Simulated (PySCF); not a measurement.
Geometries of 3 isomers of H8NPSi2, from PBE0-D3(BJ)/def2-SVP geometry optimisation, gas phase in PySCF. One conformer each, no zero-point energy, no frequencies.

Problem. Which isomer lies lowest at this level?
A.
```xyz
12
angstrom
N     -1.653    1.162   -0.009
Si    -1.344   -0.536    0.182
Si     0.957   -0.777   -0.219
P      1.814    1.281    0.225
H     -2.564    1.545    0.218
H     -1.239    1.657   -0.791
H     -2.138   -1.470   -0.690
H     -1.661   -0.912    1.596
H      1.560   -1.876    0.598
H      1.238   -1.068   -1.661
H      3.170    0.838    0.327
H      1.569    1.185    1.628
```
B.
```xyz
12
angstrom
Si    -2.218    0.299    0.301
N     -0.600   -0.126    0.789
Si     0.703   -0.758   -0.173
P      2.573    0.457    0.220
H     -2.211    0.478   -1.180
H     -3.238   -0.742    0.648
H     -2.634    1.571    0.968
H     -0.403   -0.035    1.784
H      1.066   -2.170    0.176
H      0.239   -0.722   -1.592
H      3.345   -0.258   -0.747
H      2.217    1.505   -0.682
```
C.
```xyz
12
angstrom
N      1.988    0.632    0.766
Si     1.214   -0.702   -0.009
P     -0.464   -0.057   -1.412
Si    -1.934    0.427    0.229
H      1.556    1.055    1.579
H      2.480    1.326    0.215
H      2.204   -1.426   -0.862
H      0.706   -1.603    1.071
H     -0.961   -1.376   -1.658
H     -3.243    0.856   -0.350
H     -1.360    1.572    1.004
H     -2.173   -0.706    1.178
```

Solution. B. That is `[SiH3]N[SiH2]P`, 3.7 kcal/mol below the next.

| SMILES | atoms numbered as above | E (Eh) | relative (kcal/mol) | relative (kJ/mol) | dipole (D) |
| --- | --- | --- | --- | --- | --- |
| [SiH3]N[SiH2]P | [SiH3:1][NH:2][SiH2:3][PH2:4] | -979.17006 | 0.0 | 0.0 | 0.21 |
| N[SiH2]P[SiH3] | [NH2:1][SiH2:2][PH:3][SiH3:4] | -979.16418 | 3.7 | 15.4 | 1.05 |
| N[SiH2][SiH2]P | [NH2:1][SiH2:2][SiH2:3][PH2:4] | -979.15471 | 9.6 | 40.3 | 0.84 |

As drawn, the highest has an Si–Si bond, which the lowest lacks.
